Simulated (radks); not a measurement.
The numbers below are computed, except where a source is named.
Question: The mean radii <r> (bohr) of the occupied orbitals of an atom or ion are listed with their occupations. Level of theory: scalar-relativistic Kohn-Sham, PBEsol, spin-polarised, spherical densities, finite nucleus; Fermi nuclear charge, rms radius of each element as measured or else 0.836 A^(1/3) + 0.57 fm (a radial shooting solver on a logarithmic mesh with Libxc functionals).

| orbital | occ. | <r> |
|---|---|---|
| 1s up | 1 | 0.01867 |
| 1s down | 1 | 0.01867 |
| 2s up | 1 | 0.07898 |
| 2s down | 1 | 0.07898 |
| 2p up | 3 | 0.07058 |
| 2p down | 3 | 0.07058 |
| 3s up | 1 | 0.2049 |
| 3s down | 1 | 0.2049 |
| 3p up | 3 | 0.2049 |
| 3p down | 3 | 0.2049 |
| 3d up | 5 | 0.1857 |
| 3d down | 5 | 0.1856 |
| 4s up | 1 | 0.4582 |
| 4s down | 1 | 0.4582 |
| 4p up | 3 | 0.4866 |
| 4p down | 3 | 0.4866 |
| 4d up | 5 | 0.5204 |
| 4d down | 5 | 0.5203 |
| 5s up | 1 | 1.050 |
| 5s down | 1 | 1.051 |
| 5p up | 3 | 1.183 |
| 5p down | 2 | 1.185 |
| 4f up | 7 | 0.6053 |
| 4f down | 6 | 0.6049 |

Name the element and its charge. Open shells, if any, are filled with parallel spins first.

Answer: Z = 73, tantalum, charge +7: Ta7+ in [Kr] 4d10 4f13 5s2 5p5. The 1s radius gives Z: for a bare nucleus <r> = (2 gamma + 1)/(2Z) with gamma = sqrt(1 - (Z/c)^2), 0.01844 bohr for Z = 73, and screening makes it slightly larger (0.01867 here). The occupations add up to 66, and the charge is Z minus that.
